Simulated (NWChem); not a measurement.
BH3S2; SMILES SBS

```xyz
6

B      0.0000     0.0000    -0.6984
H      0.0000     0.0000    -1.8870
S     -1.5554     0.0000     0.2212
H     -2.3756     0.0000    -0.8499
S      1.5554     0.0000     0.2212
H      2.3756     0.0000    -0.8499
```
Atoms are numbered in this order, from 1.

All runs: NWChem. Pople sets run with spherical d functions. Coordinates come from a B3LYP/6-31G* (spherical d) optimisation. B3LYP is NWChem's, with the RPA form of VWN correlation.

Question: Order these by “orbital gap (eV)”, lowest first: BP86/6-31G*; CAM-B3LYP/6-31G*; B97-2/6-31G*; LC-BLYP (range parameter 0.33 per bohr)/6-31G*; MPW1K/6-31G*.

Answer: BP86/6-31G* (4.63), B97-2/6-31G* (6.43), MPW1K/6-31G* (8.15), CAM-B3LYP/6-31G* (9.09), LC-BLYP (range parameter 0.33 per bohr)/6-31G* (10.89)
